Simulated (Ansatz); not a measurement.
Species: HCl₃GeO, SMILES `[OH][Ge]([Cl])([Cl])[Cl]` (charge 0, multiplicity 1), formula HCl₃GeO.

**Question.** How many basis functions does frozen-core CCSD(T)/cc-pVTZ // PBE-D3(BJ)/def2-TZVP in Ansatz (a first-principles code) use, how many core orbitals are frozen, and how many electrons are correlated?

**Answer.** 189 basis functions and 25 frozen orbitals, which leaves 42 correlated electrons (filled d shells below the valence shell are correlated). Core time is of the order of minutes.
